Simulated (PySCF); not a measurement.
Isomers of C3H7BO2, mass 86.054 u with the commonest isotopes. Method used: PBE0-D3(BJ)/def2-SVP geometry optimisation, gas phase in PySCF 2.14.0. One conformer each, none proved a minimum here; rigid rotors.

Question: Order these by rotational constant C, largest first.
A. `[BH:1]1[O:2][CH2:3][CH2:4][CH2:5][O:6]1` with O6–B1–O2–C3 0°, B1–O2–C3–C4 -27°, O2–C3–C4–C5 52°, C3–C4–C5–O6 -52°
B. `CB1OCCO1`
C. `C[C@@H]1COBO1`

Answer: A (2756 MHz), C (2611 MHz), B (2350 MHz).

Question: Order these by dipole moment, largest first.
A. `C[C@@H]1COBO1`
B. `[BH:1]1[O:2][CH2:3][CH2:4][CH2:5][O:6]1` with O6–B1–O2–C3 0°, B1–O2–C3–C4 -27°, O2–C3–C4–C5 52°, C3–C4–C5–O6 -52°
C. `O1B(C)OCC1`

Answer: B (3.14 D), A (2.51 D), C (1.72 D).

Question: Order these by rotational constant A, smallest first.
A. `[BH:1]1[O:2][CH2:3][CH2:4][CH2:5][O:6]1` with O6–B1–O2–C3 0°, B1–O2–C3–C4 -27°, O2–C3–C4–C5 52°, C3–C4–C5–O6 -52°
B. `C[C@@H]1COBO1`
C. `CB1OCCO1`

Answer: A (5254 MHz), B (7060 MHz), C (7443 MHz).

| SMILES | point group | Ia (u·Å²) | Ib (u·Å²) | Ic (u·Å²) | κ | μa (D) | μb (D) | μc (D) |
| --- | --- | --- | --- | --- | --- | --- | --- | --- |
| CB1OCCO1 | near Cs | 67.90 | 156.72 | 215.08 | -0.66 | 1.72 | 0.03 | 0.07 |
| B1OCCCO1 | Cs | 96.18 | 103.73 | 183.38 | 0.69 | 0.02 | 3.12 | 0.37 |
| C[C@@H]1COBO1 | C1 | 71.58 | 143.87 | 193.53 | -0.59 | 1.96 | 1.51 | 0.46 |
